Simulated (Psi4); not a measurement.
Br3Ge (SMILES [Br][Ge]([Br])[Br]), doublet, geometry from GFN2-xTB. Base run: HF/STO-3G (Psi4).

The Psi4 input:
```
memory 2 GB

molecule mol {
0 2
  Br    2.096708   -0.747734   -0.182279
  Ge   -0.011651    0.006977    0.730936
  Br   -1.688966   -1.442295   -0.235994
  Br   -0.397089    2.183650   -0.250012
}

set basis sto-3g
set reference uhf

energy('scf')
print_variables()
```

The base run was repeated with changes; each row names its change, and settings that it needs were set with it.

| change | ΔE vs base (mEh) | SCF cycles | basis functions |
|---|---|---|---|
| base | 0.000 | 9 | 72 |
| scf_type = dfdirj+link | -6.742 | 9 | 72 |
| diis_max_vecs = 15 | 0.000 | 9 | 72 |
| df_basis_scf = cc-pvtz-jkfit | 24.726 | 9 | 72 |
| d_convergence = 1e-10 | 0.000 | 15 | 72 |
| diis_max_vecs = 3 | 0.000 | 11 | 72 |
| guess = sap | 0.000 | 9 | 72 |
| soscf = true | 0.000 | 6 | 72 |
| puream = false | -3136.8 | 9 | 76 |
| ints_tolerance = 1e-8 | 0.000 | 9 | 72 |
| scf_type = direct | 0.454 | 11 | 72 |
| e_convergence = 1e-8 | 0.000 | 11 | 72 |
| guess = huckel | 0.000 | 9 | 72 |

Open shells are given as the SCF converged; they aren't shown to be the lowest states, and a large step between rows can be another state.
